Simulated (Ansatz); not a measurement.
A run for Ansatz (a first-principles code): R-CCSD(T)/def2-SVP on GeH2S (SMILES [SH][GeH]), a point of a torsion scan. The run froze 19 orbitals, filled d shells among them.

Ansatz 0.2 input:
```yaml
crystal:
  periodic: [false, false, false]
  atoms:
    - {symbol: S, position_ang: [-1.08194753, 0.48416656, 0.42662355]}
    - {symbol: Ge, position_ang: [0.99879917, 0.73475137, -0.36902126]}
    - {symbol: H, position_ang: [-1.41884050, -0.56396550, -0.30905671]}
    - {symbol: H, position_ang: [1.17346582, -0.87178962, -0.69151855]}
basis:
  gaussian:
    orbitals: def2-SVP
magnetization: {spin_polarized: false}
correlation: {method: ccsd_t, electrons: outside_noble_gas}
scf: {lower_state_search: off}
```

Q: What total energy does the run end on?

A: -2473.9202 hartree (reference determinant -2473.6661, T1 diagnostic 0.020).
